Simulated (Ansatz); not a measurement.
Total energies of ZnMeH (CH4Zn) from Ansatz at PBE0-D4/def2-TZVP, gas phase (1 Eh = 27.2114 eV = 2625.5 kJ/mol). The reference geometry is relaxed at PBE-D4/def2-TZVP.

```xyz
6

Zn   -0.718    0.328    0.950
C     0.413   -0.188   -0.546
H     1.461    0.090   -0.359
H     0.089    0.308   -1.472
H     0.373   -1.275   -0.711
H    -1.618    0.738    2.138
```

```
                 state                     geometry  energy (Eh)
      charge 0 singlet                    reference  -1819.59969
      charge 1 doublet                    reference  -1819.23940
      charge 1 doublet  relaxed at PBE-D4/def2-TZVP  -1819.25402
free Zn atom (singlet)                            –  -1779.14424
 free C atom (triplet)                            –    -37.80537
 free H atom (doublet)                            –     -0.50104
```

Question: Work out the vertical ionisation energy to the doublet.

Answer: E(charge 1 doublet) − E(charge 0 singlet) = -1819.23940 − (-1819.59969) = 0.36029 Eh = 9.80 eV. For comparison, −ε of the highest occupied level is 7.50 eV at this level, 2.30 eV less.

Question: How much does the charge 1 doublet relax, and what is the adiabatic ionisation energy?

Answer: Relaxation: -1819.23940 − (-1819.25402) = 0.01462 Eh = 0.40 eV. Adiabatic ionisation energy: 0.34567 Eh = 9.41 eV, without zero-point energy. 

Question: What is the binding energy per atom against free atoms?

Answer: Atoms: 1 × (-1779.14424) + 1 × (-37.80537) + 4 × (-0.50104) = -1818.95377 Eh. Binding: -1818.95377 − (-1819.59969) = 0.64592 Eh = 17.58 eV, or 2.93 eV for each of 6 atoms (no zero-point energy, no counterpoise term).
